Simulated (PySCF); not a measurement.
**Deuteron quadrupole couplings in `CN(C)[SiH2][N-][SiH3]`**

C₂H₁₁N₂Si₂ (charge -1).
Atom-mapped SMILES: `[CH3:1][N:2]([CH3:3])[SiH2:4][N-:5][SiH3:6]` (hydrogens: H7, H8, H9 on C1; H10, H11, H12 on C3; H13, H14 on Si4; H15, H16, H17 on Si6)

Geometry (GFN2-xTB, Å), atoms numbered from 1 in this order:
```
atom  x, y, z in Å
C1    -1.930    0.803    0.512
N2    -1.357   -0.431    0.077
C3    -1.606   -0.660   -1.309
Si4    0.283   -0.761    0.631
N5     1.412    0.284   -0.007
Si6    3.061    0.537    0.084
H7    -1.520    1.678   -0.020
H8    -3.021    0.799    0.356
H9    -1.730    0.931    1.574
H10   -1.176    0.122   -1.958
H11   -2.690   -0.696   -1.507
H12   -1.167   -1.614   -1.595
H13    0.049   -0.770    2.108
H14    0.367   -2.217    0.296
H15    3.964   -0.565   -0.379
H16    3.412    1.697   -0.782
H17    3.643    0.875    1.422
```

Level: PBE0/pcSseg-1 (PySCF, non-relativistic); Q(2H) = 0.00286 b; rigid geometry, the same for H and D, with no vibrational averaging.

Task: Rank these positions by the coupling χzz of a deuteron there, largest first.
A. H14 (Si–H hydrogen)
B. H16 (Si–H hydrogen)
C. H10 (methyl hydrogen)
D. H8 (methyl hydrogen)
E. H9 (methyl hydrogen)

Result: E (210 kHz), D (196 kHz), C (191 kHz), B (102 kHz), A (98 kHz).

Task: What are Vzz, η and χzz (234.96 MHz × Q × Vzz) at all hydrogens?

Result: 
| atom | bonded to | bond length (Å) | Vzz (au) | η | χzz (kHz) |
| --- | --- | --- | --- | --- | --- |
| H7 | C1 | 1.103 | 0.2842 | 0.04 | 191 |
| H8 | C1 | 1.102 | 0.2919 | 0.05 | 196 |
| H9 | C1 | 1.088 | 0.3128 | 0.05 | 210 |
| H10 | C3 | 1.103 | 0.2841 | 0.04 | 191 |
| H11 | C3 | 1.102 | 0.2921 | 0.05 | 196 |
| H12 | C3 | 1.088 | 0.3127 | 0.05 | 210 |
| H13 | Si4 | 1.496 | 0.1459 | 0.06 | 98 |
| H14 | Si4 | 1.496 | 0.1457 | 0.06 | 98 |
| H15 | Si6 | 1.497 | 0.1455 | 0.01 | 98 |
| H16 | Si6 | 1.489 | 0.1520 | 0.01 | 102 |
| H17 | Si6 | 1.498 | 0.1451 | 0.01 | 98 |

Task: Average by the element that carries the hydrogen.

Result: on C: 199 kHz over 6 positions, mean bond length 1.098 Å; on Si: 99 kHz over 5 positions, mean bond length 1.495 Å.

Task: A static deuteron (I = 1) shows a doublet split by (3/2)χ, (3/4)χ(1 + η) and (3/4)χ(1 − η) with the field along z, y and x of the gradient. What are these for H11?

Result: With |χ| = 196.3 kHz and η = 0.049: 294, 154 and 140 kHz, to first order and without motion.

Isolated species at its GFN2-xTB geometry (one conformer only). The pcSseg-1 basis has no diffuse functions, a weakness for an anion. GFN2-xTB bond lengths can be off by several hundredths of an ångström, more for odd bonds, and the gradients follow them. The basis is small and wasn't made for field gradients, so the couplings can be 20 % off.

The run behind these numbers computed NMR shieldings as well. The run took 21 s of wall time on one thread, Arm Neoverse V2 (aarch64), no GPU (shared host), and the process peaked at 0.77 GiB of memory.
